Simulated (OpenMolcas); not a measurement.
Computed levels of Ne V

* Program: OpenMolcas 26.06
* Method: XMS-CASPT2, IPEA 0.25 Eh, imaginary shift 0.1 Eh (closed shells correlated: 1s 2s)
* Basis: ANO-RCC-VTZP [4s3p2d1f]
* Scalar Hamiltonian: DKH2, point nucleus
* Active space: 2 electrons in 3 orbitals (2p)
* State averaging: 2S+1 = 3 even, 3 roots; 2S+1 = 1 even, 6 roots
* Spin-orbit coupling: RASSI with atomic mean-field integrals over the reference wave functions, term energies averaged over their components

Spin-free terms above the lowest, with the occupations of the reference:

| Configuration | Term | E (cm⁻¹) | Occupations |
| --- | --- | --- | --- |
| 2s² 2p² | ³P | 0.0 | 2p 2.00 |
| 2s² 2p² | ¹D | 30130 | 2p 2.00 |
| 2s² 2p² | ¹S | 69560 | 2p 2.00 |

With spin-orbit coupling, above the lowest level:

```
Configuration  Term  J  E (cm⁻¹)  Measured (cm⁻¹)      g  Term weight %
      2s² 2p²    ³P  0       0.0              0.0                   100
      2s² 2p²    ³P  1       412              412  1.501            100
      2s² 2p²    ³P  2      1190             1110  1.501            100
      2s² 2p²    ¹D  2     30940            30292  1.000            100
      2s² 2p²    ¹S  0     70380            63914                   100
```

Against the 4 measured excited levels shown (NIST levels in Podobedova, Fuhr, Reader and Wiese, J. Phys. Chem. Ref. Data 33, 525 (2004)) the mean absolute deviation is 1800 cm-1; the largest miss in energy is 2s² 2p² ¹S₀: computed 70380, measured 63914 cm⁻¹ (+10.1 %).

Spin-orbit coupling puts the lowest level 806 cm⁻¹ below the lowest spin-free term.

For ³P the intervals divided by the larger J are 411.7, 389.3 cm-1. Landé's interval rule makes them equal in pure LS coupling; they differ by 6 % of their mean. The multiplet is regular.

CASPT2 does not keep the components of a term degenerate, so their means are used; among the terms shown or strongly mixed into the levels shown the widest spread is 360 cm-1 (2s² 2p² ¹D). With the s shell closed, the reference lacks s² → p² mixing. Measured partners are found by configuration, term and J. A level has none where our copy of the source lacks it or the pairing is in doubt (some pairs that miss far off the trend of their configuration count as doubtful), and it then counts in no deviation. Levels of configurations outside the active space are missing.

The term weight is that of the spin-free term in the level, not the purity of its configuration.
